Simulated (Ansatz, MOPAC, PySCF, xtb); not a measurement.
Noncovalent pair: C2H4 (SMILES C=C) (first 6 atoms) with GeH4 (SMILES [GeH4]); geometry from B3LYP-D3(BJ)/def2-TZVP, rigid monomers moved along the line of their centres of mass till C2···Ge7 is 5.25 Å.
(charge 0, multiplicity 1):
```xyz
11

C      0.373     0.259     0.062
C     -0.344    -0.839     0.250
H     -0.075     1.178    -0.296
H      1.437     0.285     0.263
H      0.104    -1.757     0.612
H     -1.409    -0.865     0.053
Ge    -0.031     0.606     5.289
H     -0.035     1.956     4.560
H      1.217    -0.195     4.891
H     -1.293    -0.185     4.921
H     -0.009     0.849     6.809
```

Interaction energies are E(AB) − E(A) − E(B) at the monomers' geometry in the complex; basis-set methods are counterpoise corrected.

Cores are frozen in the correlated methods. Filled d and f shells under p-block atoms count as core. The state that PM6, PM7 reach isn't checked; PM7 holds dispersion and hydrogen-bond terms.

Codes used: Ansatz (Gaussian orbitals); MOPAC for PM6, PM7 (differences of heats of formation); PySCF for the dispersion terms; xtb for the GFN methods. Each number belongs to the level named beside it.

```tsv
level	interaction energy (meV)
PM6	-3.1
PM7	-11.1
GFN2-xTB	-16.0
r2SCAN/def2-TZVPPD	-7.5
r2SCAN-D3(BJ)/def2-TZVPPD	-16.2
B3LYP-D3(BJ)/def2-TZVPPD	-13.4
wB97M-V/def2-TZVPPD	-15.3
CCSD/aug-cc-pVDZ	-12.7
CCSD(T)/aug-cc-pVDZ	?
```

Question: Complete the blanks.

Answer: 
- CCSD(T)/aug-cc-pVDZ, interaction energy (meV): -14.2

Ansatz is a program for electronic structure.
